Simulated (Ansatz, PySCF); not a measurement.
Species: C$_{2}$H$_{2}$O, net charge 0, singlet state. SMILES: C#CO
Geometry from a B3LYP-D3(BJ)/def2-TZVP (Ansatz, a quantum-chemistry and plane-wave program) optimisation:
```xyz
5

C      1.3080    -0.1153    -0.1364
C      0.1216    -0.0059    -0.0156
O     -1.1689     0.1846     0.0722
H      2.3584    -0.2191    -0.2392
H     -1.5848    -0.5301     0.5735
```

Quantity: vertical ionisation energy (to the doublet state of charge +1; each state is the SCF solution reached for its spin), in eV. Cores are frozen in the correlated levels unless marked. Open shells are spin-unrestricted. Spin-orbit coupling is left out. Non-relativistic. CBS(X,Y): correlation extrapolated as X^-3; Hartree-Fock from the larger set. The bracket is a focal-point correction in the basis named.

```tsv
level	program	vertical ionisation energy (eV)
SVWN5/def2-TZVPD	Ansatz	10.22
PBE/def2-TZVPD	Ansatz	9.93
r2SCAN/def2-TZVPD	Ansatz	9.88
B3LYP/def2-TZVPD	Ansatz	(withheld)
PBE0/def2-TZVPD	Ansatz	9.99
BHLYP/def2-TZVPD	Ansatz	(withheld)
M06-2X/def2-TZVPD	PySCF	(withheld)
CAM-B3LYP/def2-TZVPD	Ansatz	(withheld)
B2PLYP/def2-TZVPD	Ansatz	10.08
SCS-MP2/aug-cc-pVDZ	Ansatz	10.22
CCSD/aug-cc-pVDZ	Ansatz	10.00
CCSD/aug-cc-pVTZ	Ansatz	10.11
RI-MP2/CBS(aug-cc-pVTZ,aug-cc-pVQZ)+[CCSD(T)-MP2]/aug-cc-pVTZ	Ansatz	10.30
```

### Question
Complete the blanks.

### Answer

- B3LYP/def2-TZVPD, vertical ionisation energy (eV): 10.04
- BHLYP/def2-TZVPD, vertical ionisation energy (eV): 9.92
- M06-2X/def2-TZVPD, vertical ionisation energy (eV): 10.20
- CAM-B3LYP/def2-TZVPD, vertical ionisation energy (eV): 10.09
